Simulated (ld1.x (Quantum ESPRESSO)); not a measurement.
# Before and after: TM potential for Pb (Z = 82)

ld1.x (Quantum ESPRESSO) 7.5 input, shortened:

```
&input
   title='Pb', zed=82., rel=1, dft='PBE', iswitch=3,
   config='[Xe] 4f14 5d10 6s2 6p1.5'
 /
 &inputp
   pseudotype=2, tm=.true., lloc=0,
   nlcc=.false.
 /
2
6P  2  1   1.50   0.00  2.50  2.50  0.0
6S  1  0   2.00   0.00  1.60  1.60  0.0
 &test
   configts(1)='6s2 6p1.5'
 /
```

All-electron outer shells of the reference configuration (PBE, scalar-relativistic, ld1.x):

```csv
shell,level (eV),outermost node (bohr),outermost maximum (bohr)
5d,-24.81,0.52,1.07
6s,-15.47,1.01,1.95
6p,-6.53,1.18,2.57
```

Change: all radii scaled by about 1.25 (s 2.00, p 3.12 bohr).

Cutoffs: the cutoffs (Ry, on a coarse ladder) from which the occupation-weighted sum of valence levels, in a spherical-Bessel basis at the reference potential, stays within 10 and 1 mRy of its value at 400 Ry; they do not see the model core or the augmentation charge, which bear on the density cutoff. Errors are all-electron minus pseudo energies relative to the spin-unpolarised reference configuration.

Task: Predict the effect on cutoff, ghosts and configuration errors.

Result: The potential gets softer (45 Ry and 100 Ry → 21 Ry and 35 Ry); of the 7 tests that both files solve, the error grows in 2 and shrinks in 3 by more than 15 % and 0.3 meV (median size 44.1 → 51.6 meV); neither file shows a bound ghost. A larger radius leaves more room for a smooth pseudo-wave, so fewer plane waves are needed.

```csv
quantity,base,changed
"cutoff, loose",45 Ry,21 Ry
"cutoff, tight",100 Ry,35 Ry
loose cutoff by channel (10 mRy a level),"p 8 Ry, s 30 Ry","p 6 Ry, s 18 Ry"
bound ghosts,none,none
"error for 6s2 6p2, meV [ΔE -2.49 eV]",+4.6,+4.5
"error for 6s2 6p1, meV [ΔE 4.08 eV]",+3.8,+3.1
"error for 6s2 6p0, meV [ΔE 17.53 eV]",+83,+67
"error for 6s0 6p4, meV [ΔE 15.34 eV]",+169,+173
"error for 6s1 6p2, meV [ΔE 13.61 eV]",+6.6,+17
"error for 6s1 6p0, meV [ΔE 49.94 eV]",+200,+163
"error for 6s1 6p3, meV [ΔE 6.24 eV]",+44,+52
```
